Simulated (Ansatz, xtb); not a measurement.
# C3H5AlF2: which of two isomers lies lower

Structure X: `C=[C](C)[Al]([F])[F]`, a singlet. Structure Y: `C/C=[CH]\[Al]([F])[F]`, a singlet. Both are isolated molecules in the gas phase, relaxed with B3LYP-D3(BJ)/def2-SVP; the shapes shown needn't be the lowest conformers.

X (Å):

```xyz
11

C    -0.7518    0.0210    1.5279
C     0.3891    0.7325    1.6026
C     1.3648    0.5643    2.7417
Al    0.6817    1.9746    0.1552
F    -0.4383    2.1025   -1.0642
F     2.0220    2.9478    0.0553
H    -1.0246   -0.7169    2.2960
H    -1.4627    0.1396    0.7033
H     1.5173    1.5137    3.2828
H     1.0205   -0.1912    3.4675
H     2.3598    0.2583    2.3758
```

Y (Å):

```xyz
11

C     1.7890   -2.1684    0.4155
C     1.4058   -2.5387    1.8158
C     0.2964   -2.1549    2.4810
Al   -1.0823   -1.0213    1.7809
F    -2.4117   -0.6075    2.6842
F    -1.0266   -0.3917    0.2404
H     1.9122   -3.0749   -0.2028
H     2.7678   -1.6575    0.4059
H     1.0473   -1.5143   -0.0650
H     2.1257   -3.1942    2.3292
H     0.1873   -2.5304    3.5072
```

**Question.** Estimate which is lower in electronic energy at CCSD(T)/def2-SVP + ΔMP2/def2-TZVPP, and by roughly how much.

**Answer.** Too close to call at this level: CCSD(T)/def2-SVP + ΔMP2/def2-TZVPP gives E(Y) − E(X) = −0.074 eV.

How the difference moves with the method:

| level | geometry | E(Y) − E(X) (eV) | departure from the last row (eV) | job, with rough time for the two |
| --- | --- | --- | --- | --- |
| GFN2-xTB | GFN2-xTB | −0.029 | +0.045 | optimisation, 0.16 s |
| HF/STO-3G | GFN2-xTB | +0.002 | +0.076 | single point, 0.32 s |
| r2SCAN-D4/def2-SVP | GFN2-xTB | −0.015 | +0.059 | single point, 4.7 s |
| B3LYP-D3(BJ)/def2-SVP | B3LYP-D3(BJ)/def2-SVP | −0.127 | −0.053 | optimisation, 1.7 min |
| HF/def2-SVP | B3LYP-D3(BJ)/def2-SVP | −0.114 | −0.040 | part of the CCSD(T) run |
| MP2/def2-SVP | B3LYP-D3(BJ)/def2-SVP | −0.086 | −0.012 | part of the CCSD(T) run |
| CCSD(T)/def2-SVP | B3LYP-D3(BJ)/def2-SVP | −0.088 | −0.014 | single point |
| CCSD(T)/def2-SVP + ΔMP2/def2-TZVPP | B3LYP-D3(BJ)/def2-SVP | −0.074 |  | single point, 45 s |

As drawn, both hold the same kinds of bond in the same numbers.

HF/STO-3G, r2SCAN-D4/def2-SVP find them nearly level. The largest departure from CCSD(T)/def2-SVP + ΔMP2/def2-TZVPP is that of HF/STO-3G, 0.076 eV. The last row adds to CCSD(T) the change of the MP2 difference between the two basis sets, here +0.014 eV.

With harmonic frequencies from B3LYP-D3(BJ)/def2-SVP (ideal gas, rigid rotor, one conformer each, 298.15 K, 1 atm): on the last row, ΔE + ΔZPE = −0.058 eV. A mode under 50 cm⁻¹ makes harmonic enthalpies and free energies unreliable, so none is given.

The correlated steps freeze 10 core orbitals. Programs: Ansatz 0.2.0, xtb 6.7.1; the last row on 2 threads of Arm Neoverse V2 on a shared host.
